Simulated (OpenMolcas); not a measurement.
Te III: effect of the IPEA shift

```yaml
Program: OpenMolcas 26.06
Basis: ANO-R1 [6s5p3d1f]
Scalar_Hamiltonian: X2C, finite nucleus
Active_space: 4 electrons in 4 orbitals (5s 5p)
State_averaging: 2S+1 = 3 even, 6 roots; 2S+1 = 1 even, 11 roots; 2S+1 = 5 odd, 1 root; 2S+1 = 3 odd, 9 roots; 2S+1 = 1 odd, 8 roots
Spin-orbit_coupling: RASSI with atomic mean-field integrals over the reference wave functions, term energies averaged over their components
```

Methods on the same reference wave functions:
A. CASSCF
B. MS-CASPT2, IPEA 0.25 Eh, imaginary shift 0.1 Eh (closed shells correlated: 4d)
C. MS-CASPT2, IPEA 0.5 Eh, imaginary shift 0.1 Eh (closed shells correlated: 4d)

Energies in cm⁻¹ above 5s² 5p² ³P₀, the measured ground level; measured values from the list in Zhang, Palmeri, Quinet and Biemont, Astron. Astrophys. 551, A136 (2013).

| Level | A | B | C | Measured |
| --- | --- | --- | --- | --- |
| 5s² 5p² ³P₀ | 0.0 | 0.0 | 0.0 | 0.0 |
| 5s² 5p² ³P₁ | 4430 | 4260 | 4280 | 4757 |
| 5s² 5p² ³P₂ | 8166 | 7840 | 7810 | 8167 |
| 5s² 5p² ¹D₂ | 19040 | 17820 | 17520 | 17360 |
| 5s² 5p² ¹S₀ | 29644 | 32420 | 32010 | 30398 |
| 5s 5p³ ⁵S°₂ | 51914 | 60220 | 59740 | 64586 |
| 5s 5p³ ³D°₂ | 87560 | 83430 | 84360 | 83203 |
| 5s 5p³ ³D°₁ | 87762 | 83420 | 84370 | 82889 |
| 5s 5p³ ³D°₃ | 89103 | 84720 | 85690 | 85206 |
| 5s 5p³ ³P°₀ | 99860 | 97920 | 98360 | 96062 |
| 5s 5p³ ³P°₁ | 100526 | 98260 | 98760 | 96582 |
| 5s 5p³ ³P°₂ | 101547 | 99070 | 99620 |  |
| 5s 5p³ ¹D°₂ | 129333 | 113330 | 115100 |  |
| 5s 5p³ ³S°₁ | 131317 | 115930 | 117870 | 114216 |
| 5s 5p³ ¹P°₁ | 141820 | 127260 | 128580 |  |

Deviations, from unrounded energies. A percentage is the sum of absolute deviations over the sum of measured energies, with the sign that they share, or ± where signs differ.

| Against measurement | Levels | A | B | C |
| --- | --- | --- | --- | --- |
| mean absolute deviation (cm-1) | 11 | 4900 | 1300 | 1700 |
| fine structure of the ground term (%) | 2 | -2.5 | -6.3 | -6.4 |
| other terms of the ground configuration (%) | 2 | ±5.1 | +5.2 | +3.7 |
| other configurations (%) | 7 | ±8.1 | ±1.7 | ±2.6 |

B lies closest to measurement on these levels and A furthest from it. The largest miss of B in the table is 5s 5p³ ⁵S°₂, by -4400 cm-1. The ranking rests on the paired levels alone, and a cruder setting can come out closer through cancelling errors.

Between B and C the level of the table that moves most is 5s 5p³ ³S°₁, by 1900 cm-1 (lowest in B, highest in C). Moves below CASPT2's spread within the term are not significant.

The mean deviations of B to C differ by less than CASPT2's widest spread within a term (1400 cm-1), so their order carries little weight.

From A to B the spin-free energies of the other terms of 5s² 5p² shown, above ³P, scale by factors of 0.88 to 1.15.

The lowest spin-free term lies below A's lowest term by 0.368 hartree in B, 0.362 hartree in C.

CASPT2 does not keep the components of a term degenerate, so their means are used; among the terms shown or strongly mixed into the levels shown the widest spread is 1400 cm-1 (5s 5p³ ¹D°, C). Over all roots computed the reference weight is 0.87 to 0.95 in B, 0.88 to 0.95 in C; the roots of lowest weight are the least certain, and an intruder state may touch them. Terms of s pⁿ other than that of highest spin mix with s² pⁿ⁻² d, which this space lacks; all of them can be thousands of cm-1 off, and some have no real level of that name. Computed and measured levels are paired by configuration, term and J; levels that our copy of the source lacks, or whose pairing is in doubt (as where it misses far off the trend of its configuration), stay unpaired and out of the deviations. Only configurations of the active space appear. Levels that lie high or do not pair safely by name in every column are left out.

° marks odd parity.
